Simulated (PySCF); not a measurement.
# NMR data sheet: C4H14OSi3

```
Formula                               : C4H14OSi3
SMILES                                : CC[Si]([SiH3])([SiH3])C(C)=O
InChI                                 : InChI=1S/C4H14OSi3/c1-3-8(6,7)4(2)5/h3H2,1-2,6-7H3
Point group of the computed structure : C1
Degrees of unsaturation               : 1
Carbon signals                        : 4
Proton signals                        : 4
```

Atom-mapped SMILES (the numbers label the heavy atoms): `[CH3:1][CH2:2][Si:3]([SiH3:4])([SiH3:5])[C:6]([CH3:7])=[O:8]` (H(Xn): hydrogen on atom n).

PySCF 2.14 calculation with GIAO PBE0/pcSseg-1 shieldings and GFN2-xTB geometry; no relativistic terms, in vacuum, a single conformation, equivalent nuclei averaged.

Referencing at the same level of theory: $^{1}$H and $^{13}$C and $^{29}$Si vs TMS; H2O for $^{17}$O.

```tsv
carbon	δC, type	δH (multiplicity)	HMBC from (2–3 bonds)	span of the C tensor (ppm)
C1	12.2, CH3	1.15 (m)	H(C2)	18
C2	11.6, CH2	1.28 (m)	H(Si4)/H(Si5), H(C1)	13
C6	251.2, C	–	H(Si4)/H(Si5), H(C7), H(C2)	274
C7	41.1, CH3	2.46 (s)	–	73
```

Other nuclei:
| atoms | nucleus | environment | δ (ppm) | σ (ppm) |
| --- | --- | --- | --- | --- |
| H(Si4)/H(Si5) | $^{1}$H | hydrogen on a silicon bonded to Si | 3.49 | 28.23 |
| Si3 | $^{29}$Si | silicon bonded to 2 C, 2 Si | -57.3 | 406.4 |
| Si4/Si5 | $^{29}$Si | silicon bonded to Si, 3 H | -113.8 | 462.9 |
| O8 | $^{17}$O | carbonyl oxygen | 872.1 | -536.0 |

1. Carbon types of the structure: 1 × C, 1 × CH2, 2 × CH3, leaving 6 H on heteroatoms.
2. δC 251.2: carbonyl carbon.
3. δC 41.1: methyl carbon α to a carbonyl; the adjacent C=O deshields it moderately.
4. δC 12.2: methyl carbon; a saturated carbon with 1 carbon neighbour and no heteroatom attached.
5. δC 11.6: sp3 CH2 bonded to Si; an electropositive neighbour leaves it electron-rich and shielded.
6. δH 2.46: hydrogen on a methyl carbon α to a carbonyl; α to C=O.

Shifts are as computed. Against solution values, carbons near 30 ppm lie about +3 ppm off and those near 130 ppm about +5 ppm. Of 1309 compounds with measured shifts, 239 miss one by over three times the rms of a fit or turn the order of signals round; such compounds aren't used in these exercises. Unscaled 17O shifts of doubly bonded oxygen tend to come out too high, by tens of ppm or more. Experimental scales use liquid or dissolved standards, which lie at an offset from isolated H2O (liquid H2O: subtract about 36 ppm). Multiplicities follow the n + 1 count of equivalent neighbours, as no J values were calculated; m marks all less simple cases, F and P coupling included.
